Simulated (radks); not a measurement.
Numerical settings for neutral palladium, [Kr] 4d10. Method: Dirac Kohn-Sham, PBE, spin-unpolarised, spherical densities, finite nucleus; Fermi nuclear charge, rms radius 4.5318 fm; computed with a radial shooting solver on a logarithmic mesh with Libxc functionals. The defaults (mesh step 0.008 in ln r, mesh end at 40 bohr or more with all orbitals vanishing there, Anderson mixing 0.5 over 9 steps, residual threshold near 1e-9 with the energy settled to 1e-9 hartree or 1e-11 of itself, here a cap of 65 iterations) give E = -5046.8436 hartree and 4d5/2 at -3.881 eV in 16 iterations. Run on one thread of a shared host, so times are rough (Arm Neoverse N1): 0.17 s of CPU time, 0.17 s wall, 16 iterations on 2381 mesh points. One setting is changed at a time: mesh step in ln r 0.003; mesh step in ln r 0.03; mesh step in ln r 0.2; mesh end (bohr) 12; mesh end (bohr) 2; residual threshold 1e-16; residual threshold 0.1; mixing 0.2; linear mixing, mixing 0.5; linear mixing, mixing 0.2; mixing history 2; iteration cap 2. Which runs fail to converge, and which converge to a wrong energy?

Answer. Not converged within the cap: mesh step in ln r 0.2; residual threshold 1e-16; linear mixing, mixing 0.5; linear mixing, mixing 0.2; iteration cap 2. Settled on a wrong energy, with an occupied level pushed above zero by the early mesh end: mesh end (bohr) 2 (+8.56 hartree). Apart from these: no run marked as converged misses the energy by more than 1 mhartree.
